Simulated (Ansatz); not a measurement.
Cost and result up the ladder for Ta(NH)(OH)3 (TaNO3H4) (9 atoms). Total charge 0; singlet. Geometry: PBE0-D4/def2-SVP.

```xyz
9

Ta   -0.1159    0.0126    0.2028
N     0.7755   -0.0792   -1.3242
H     1.2845   -0.1321   -2.1965
O     1.1022    0.4227    1.6196
H     2.0477    0.5804    1.6624
O    -0.9579   -1.6723    0.5378
H    -0.9901   -2.5035    0.0593
O    -1.4430    1.3840    0.0691
H    -1.7029    1.9875   -0.6303
```

Ansatz on 4 threads of Arm Neoverse V2 on a shared host. Times are rough, and most runs start from the orbitals of an earlier one. ωB97M-V/def2-TZVP serves as the yardstick here, not as an exact answer. Differences are given only for rows in sets of like size (and for xTB, whose basis is part of the method), since another set adds its own error. Binding counts from free atoms at the same level (Ta quartet, N quartet, H doublet, O triplet; other spins of the atoms weren't run), without zero-point energy or a counterpoise term.

In the def2 sets Ta takes a core potential; there is no spin–orbit coupling. B3LYP takes the VWN-RPA correlation. Correlated methods freeze 4 core orbitals; core or outer-core shells of Ta are correlated, in sets that lack core-valence functions.

Correlated methods converge slowly with the basis.

| level | functions | wall time |
| --- | --- | --- |
| PBE-D4/def2-SVP | 108 | 0.85 s |
| LDA (SPW92)/def2-TZVP | 188 | 0.95 s |
| PBE0-D4/def2-SVP | 108 | 1.1 s |
| BLYP-D4/def2-TZVP | 188 | 1.7 s |
| PBE-D4/def2-TZVP (with forces) | 188 | 1.9 s |
| PBE0-D4/def2-TZVP | 188 | 1.9 s |
| B3LYP-D4/def2-TZVP | 188 | 2.1 s |
| PBE-D4/def2-TZVPD | 236 | 2.5 s |
| PBE0-D4/def2-TZVPD | 236 | 3 s |
| r2SCAN-D4/def2-TZVP | 188 | 3 s |
| r2SCANh-D4/def2-TZVP | 188 | 3.5 s |
| r2SCAN-D4/def2-TZVPD | 236 | 4.4 s |
| ωB97M-V/def2-TZVP | 188 | 7 s |
| CCSD(T)/def2-TZVP | 188 | 97 s |

Q: Estimate what each level gives for the binding energy per atom (eV).

A: 
```csv
level,binding energy per atom (eV),difference from ωB97M-V/def2-TZVP (eV),remarks
PBE-D4/def2-SVP,4.60,–,–
LDA (SPW92)/def2-TZVP,5.21,0.80,–
PBE0-D4/def2-SVP,4.38,–,–
BLYP-D4/def2-TZVP,4.51,0.10,–
PBE-D4/def2-TZVP (with forces),4.59,0.18,–
PBE0-D4/def2-TZVP,4.39,-0.03,–
B3LYP-D4/def2-TZVP,4.42,0.01,–
PBE-D4/def2-TZVPD,4.60,0.19,–
PBE0-D4/def2-TZVPD,4.39,-0.02,–
r2SCAN-D4/def2-TZVP,4.46,0.05,–
r2SCANh-D4/def2-TZVP,4.38,-0.03,–
r2SCAN-D4/def2-TZVPD,4.46,0.05,–
ωB97M-V/def2-TZVP,4.41,0.00,–
CCSD(T)/def2-TZVP,4.31,-0.10,test for broken spin undecided
```
